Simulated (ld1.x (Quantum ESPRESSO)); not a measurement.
## Cutoff test, boron, TM semilocal

```json
{
 "Element": "B (Z = 5)",
 "Generator": "ld1.x (Quantum ESPRESSO) 7.5",
 "Type": "norm-conserving Troullier–Martins (semilocal form)",
 "Functional": "PBE",
 "Relativity": "non-relativistic",
 "Frozen core": "[He]",
 "Valence charge": "3",
 "Reference configuration": "2s2 2p0 (charge +1)",
 "Partial waves": "2s (bound): rc 1.45 bohr; 2p (bound, empty): rc 3.65 bohr; 3d channel at 0.15 Ry: rc 3.80 bohr",
 "Local potential": "the d channel",
 "Core correction": "Bessel-smoothed model core, default radius (core density twice the valence density)"
}
```

The pseudo-atom Hamiltonian at the reference potential is diagonalised in spherical Bessel functions j_l(qr) that vanish at 20 bohr, with q² up to the cutoff. All-electron valence levels (Ry): 2s -1.4336, 2p -0.9824.

How do the lowest levels (Ry) of each channel move with the cutoff, and are there ghosts?

```
cutoff (Ry)     s #1     s #2     p #1     d #1  Σ f·Δε (mRy)
          8  -1.3738  -0.3095  -0.9610  -0.1596         119.6
         12  -1.4052  -0.3147  -0.9817  -0.1597          56.9
         18  -1.4270  -0.3188  -0.9823  -0.1597          13.2
         25  -1.4316  -0.3197  -0.9824  -0.1597           4.0
         35  -1.4321  -0.3199  -0.9824  -0.1597           3.0
         45  -1.4326  -0.3199  -0.9824  -0.1597           2.0
         55  -1.4333  -0.3200  -0.9824  -0.1597           0.7
         70  -1.4336  -0.3201  -0.9824  -0.1597           0.1
        400  -1.4336  -0.3201  -0.9824  -0.1597           0.0
```

Result: no extra level below or beside the all-electron valence levels (s, p, d tested); the semilocal form is local in each channel, so this says nothing of the separable form that plane-wave codes build from it; 10 mRy is reached at 21 Ry and 1 mRy at 55 Ry.

Its largest configuration-test error is +322 meV.
